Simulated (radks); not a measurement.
Spherical jellium clusters: N electrons in a uniform positive sphere of charge N and radius rs N^(1/3), rs = 3.71 bohr. Calculated with a radial shooting solver with Libxc functionals: non-relativistic Kohn-Sham, LDA (Slater exchange, Perdew-Wang correlation), spin-polarised, spherical densities. Levels are named by radial order and angular momentum (1s, 1p, 1d, 2s, ...), and open shells are averaged over m.

N = 25, configuration 1s2 1p6 1d10 2s2 1f(up 5, down 0). This is the lowest configuration that the search found. Occupied and some empty levels:

level    occupation  eigenvalue (eV)  <r> (bohr)
1s up             1          -5.7676       6.749
1s down           1          -5.5756       6.440
1p up             3          -4.9956       7.900
1p down           3          -4.7272       7.759
1d up             5          -3.9983       8.712
1d down           5          -3.6929       8.673
2s up             1          -3.4395       7.041
2s down           1          -3.2857       7.219
1f up             5          -2.8203       9.426
1f down           0          -2.5045       9.467
2p up             0          -2.0954       8.640
2p down           0          -1.9420       8.747
1g up             0          -1.5096       10.18
1g down           0          -1.2065       10.32
2d up             0         -0.88604       10.91
2d down           0         -0.74242       11.20

Energy (eV): total -45.6360, kinetic 50.605, external -1855.0, Hartree 915.82, exchange-correlation -97.704, background 940.65.

Electron density:

r (bohr)  n(r) (e/bohr^3)
0.785            0.006243
1.66             0.005712
2.53             0.005027
3.41             0.004457
4.28             0.004225
5.16             0.004395
6.03             0.004835
6.90             0.005243
7.78             0.005265
8.65             0.004673
9.53             0.003542
10.4             0.002248
11.3             0.001213
12.2            0.0005765
13.0            0.0002562
13.9            0.0001071
14.8           0.00004371
15.6           0.00001741
16.5            6.774e-06
17.4            2.642e-06
